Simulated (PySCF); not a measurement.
**Radial density of Sr+ (strontium, charge +1)**

BLYP, [Kr] 5s1, 2S determinant. Computed with PySCF 2.14 in x2c-TZVPPall (8s6p6d2f1g, 79 functions), with the spin-free X2C one-electron Hamiltonian (Gaussian nucleus).

```
r (bohr)  4πr²ρ (e/bohr)  4πr²(ρα − ρβ)
  0.0417           42.58         0.0001
  0.0701           42.11         0.0019
   0.118           57.51         0.0103
   0.198           39.26        -0.0008
   0.334           38.76         0.0220
   0.561           29.13         0.0001
   0.944           8.312         0.0693
    1.59           5.570        -0.0023
    2.67          0.9921         0.2409
    4.49          0.2559         0.2484
    7.56         0.01189         0.0119
```

Densities and radii are taken from the X2C orbitals without a picture-change correction, which distorts them close to the nucleus.

(1) Where is the radial spin density 4πr²(ρα − ρβ) most negative, and why is it negative at all?

Results:

(1) Around r = 1.59 bohr, down to -0.0023 e/bohr: exchange with the open shell polarises the paired shells in an unrestricted calculation.
